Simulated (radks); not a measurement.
Results of a calculation; reference values are marked as such.
Valence configurations of Bi2+. Code: a radial shooting solver on a logarithmic mesh with Libxc functionals. Model: scalar-relativistic Kohn-Sham, PBEsol, spin-unpolarised, spherical densities, finite nucleus; Fermi nuclear charge, rms radius 5.5211 fm. Energies are relative to [Hg] 6p1; eigenvalues in eV.

[Hg] 6p1: E (eV) 0.000; e(4f) -170.31; e(5d) -44.558; e(6p) -19.235; e(6s) -30.790
[Xe] 4f14 5d10 6s1.5 6p1.5: E (eV) 5.805; e(4f) -171.23; e(5d) -45.389; e(6p) -19.675; e(6s) -31.346
[Xe] 4f14 5d10 6s1 6p2: E (eV) 11.669; e(4f) -172.13; e(5d) -46.206; e(6p) -20.102; e(6s) -31.887
[Xe] 4f14 5d10 6p3: E (eV) 23.565; e(4f) -173.89; e(5d) -47.797; e(6p) -20.915
[Xe] 4f14 5d9 6s2 6p2: E (eV) 26.912; e(4f) -176.97; e(5d) -49.466; e(6p) -20.938; e(6s) -33.275
[Xe] 4f14 5d9 6p4: E (eV) 52.030; e(4f) -180.42; e(5d) -52.541; e(6p) -22.470
[Xe] 4f14 5d8 6s2 6p3: E (eV) 57.049; e(4f) -183.67; e(5d) -54.294; e(6p) -22.520; e(6s) -35.629
[Xe] 4f14 5d8 6p5: E (eV) 83.695; e(4f) -187.01; e(5d) -57.229; e(6p) -23.943
[Xe] 4f13 5d10 6s2 6p2: E (eV) 160.45; e(4f) -191.04; e(5d) -51.457; e(6p) -21.115; e(6s) -33.629
[Xe] 4f13 5d10 6s1 6p3: E (eV) 173.08; e(4f) -192.80; e(5d) -53.044; e(6p) -21.911; e(6s) -34.655

NIST lists [Hg] 6p1 as the ground configuration; this level of theory agrees among the configurations tried. The energies are those of spherical spin-averaged densities, not of single terms.
